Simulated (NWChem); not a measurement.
The numbers come from NWChem runs, not from measurements. System: HAlF2O, charge 0, spin multiplicity 1, at a geometry optimised with B3LYP/def2-SVP. The structure started from a generated list of species. Level: TD-B3LYP/6-31+G* (spherical d), VWN1-RPA local correlation.

The NWChem input:

```
start mol
memory heap 200 mb stack 900 mb global 1100 mb
geometry units angstroms nocenter noautoz
  Al    -0.011640    -0.007268     0.000000
  F      0.902848    -1.385741     0.000000
  F     -1.654879    -0.160255     0.000000
  O      0.664638     1.533261     0.000000
  H      1.602495     1.742364     0.000000
  symmetry group Cs
end
basis spherical
  * library 6-31+g*
end
dft
  xc b3lyp
  semidirect memsize 60000000 filesize 0
  iterations 100
end
tddft
  rpa
  nroots 6
  notriplet
  thresh 1e-4
end
task tddft energy
```

Output (cleaned and shortened):

```
             Northwest Computational Chemistry Package (NWChem) 7.3.0
             --------------------------------------------------------

                                NWChem Input Module
                                -------------------

 Scaling coordinates for geometry "geometry" by  1.889725989
 (inverse scale =  0.529177249)

 Turning off AUTOSYM since
 SYMMETRY directive was detected!

                             Geometry "geometry" -> ""
                             -------------------------

 Output coordinates in angstroms (scale by  1.889725989 to convert to a.u.)

  No.       Tag          Charge          X              Y              Z
 ---- ---------------- ---------- -------------- -------------- --------------
    1 Al                  13.0000    -0.01164000    -0.00726800     0.00000000
    2 F                    9.0000     0.90284800    -1.38574100     0.00000000
    3 F                    9.0000    -1.65487900    -0.16025500     0.00000000
    4 O                    8.0000     0.66463800     1.53326100     0.00000000
    5 H                    1.0000     1.60249500     1.74236400     0.00000000

 Effective nuclear repulsion energy (a.u.)     159.0874022289

            Nuclear Dipole moment (a.u.)
            ----------------------------
        X                 Y               Z
 ---------------- ---------------- ----------------
     0.0000000000     0.0000075589     0.0000000000

      Symmetry information
      --------------------

 Group name             Cs
 Group number              2
 Group order               2
 No. of unique centers     5

      Symmetry unique atoms

     1    2    3    4    5


 Summary of "ao basis" -> "" (spherical)
 ------------------------------------------------------------------------------
       Tag                 Description            Shells   Functions and Types
 ---------------- ------------------------------  ------  ---------------------
 *                          6-31+g*                   on all atoms

                                 NWChem DFT Module
                                 -----------------
[...]
     Transition Moments    X  0.00000   Y  0.00000   Z -0.02837
     Transition Moments   XX -0.00000  XY  0.00000  XZ  1.08703
     Transition Moments   YY  0.00000  YZ -0.51518  ZZ -0.00000
     Dipole Oscillator Strength                    0.0001672699
     Electric Quadrupole                           0.0000002334
     Magnetic Dipole                               0.0000009762
     Total Oscillator Strength                     0.0001684794

          sigma_e =   2.1982 Angstrom
          sigma_h =   1.5714 Angstrom
         |d_h->e| =   0.9388 Angstrom
            d_exc =   2.8097 Angstrom
            d_CD1 =   1.5656 Angstrom
            d_CD2 =  -0.9460 Angstrom
            d_CD3 =   3.7485 Angstrom
     Pearson C.C. =   0.0418

     Occ.   17  a"  ---  Virt.   21  a'   0.98952 X
     Occ.   17  a"  ---  Virt.   23  a'   0.08776 X
     Occ.   17  a"  ---  Virt.   25  a'   0.06897 X
  ----------------------------------------------------------------------------
  Root   5 singlet a"             0.315142924 a.u.                8.5755 eV
  ----------------------------------------------------------------------------
     Transition Moments    X -0.00000   Y -0.00000   Z -0.11727
     Transition Moments   XX -0.00000  XY -0.00000  XZ -0.29046
     Transition Moments   YY -0.00000  YZ -0.19837  ZZ  0.00000
     Dipole Oscillator Strength                    0.0028895130
     Electric Quadrupole                           0.0000000206
     Magnetic Dipole                               0.0000008460
     Total Oscillator Strength                     0.0028903797

          sigma_e =   2.2500 Angstrom
          sigma_h =   1.2686 Angstrom
         |d_h->e| =   1.3578 Angstrom
            d_exc =   2.9104 Angstrom
            d_CD1 =   2.3392 Angstrom
            d_CD2 =  -0.4015 Angstrom
            d_CD3 =   4.2682 Angstrom
     Pearson C.C. =   0.0080

     Occ.   15  a"  ---  Virt.   21  a'  -0.11087 X
     Occ.   19  a'  ---  Virt.   22  a"  -0.98424 X
     Occ.   19  a'  ---  Virt.   26  a"  -0.10744 X
     Occ.   19  a'  ---  Virt.   30  a"  -0.05241 X
  ----------------------------------------------------------------------------
  Root   6 singlet a'             0.319842416 a.u.                8.7034 eV
  ----------------------------------------------------------------------------
     Transition Moments    X  0.00185   Y  0.42858   Z  0.00000
     Transition Moments   XX -0.28740  XY  0.83957  XZ -0.00000
     Transition Moments   YY  2.07996  YZ -0.00000  ZZ -1.22511
     Dipole Oscillator Strength                    0.0391670925
     Electric Quadrupole                           0.0000006283
     Magnetic Dipole                               0.0000000006
     Total Oscillator Strength                     0.0391677214

          sigma_e =   2.4653 Angstrom
          sigma_h =   1.2780 Angstrom
         |d_h->e| =   1.2464 Angstrom
            d_exc =   3.0260 Angstrom
            d_CD1 =   2.4337 Angstrom
            d_CD2 =  -0.6252 Angstrom
            d_CD3 =   4.2725 Angstrom
     Pearson C.C. =   0.0171

     Occ.   16  a'  ---  Virt.   21  a'   0.30587 X
     Occ.   18  a'  ---  Virt.   21  a'  -0.16167 X
     Occ.   19  a'  ---  Virt.   21  a'  -0.14500 X
     Occ.   19  a'  ---  Virt.   23  a'   0.06790 X
     Occ.   19  a'  ---  Virt.   24  a'  -0.15693 X
     Occ.   19  a'  ---  Virt.   25  a'   0.09112 X
     Occ.   19  a'  ---  Virt.   27  a'  -0.06301 X
     Occ.   19  a'  ---  Virt.   28  a'   0.06205 X
     Occ.   19  a'  ---  Virt.   31  a'  -0.05468 X
     Occ.   20  a"  ---  Virt.   22  a"   0.89316 X

              Target root =      1
          Target symmetry = none
      Ground state energy =   -518.160338614983
        Excitation energy =      0.248449610370
     Excited state energy =   -517.911889004613

  stored tddft:energy   -517.91188900461304

 Task  times  cpu:       87.9s     wall:       87.9s

 Total times  cpu:       87.9s     wall:       87.9s
```
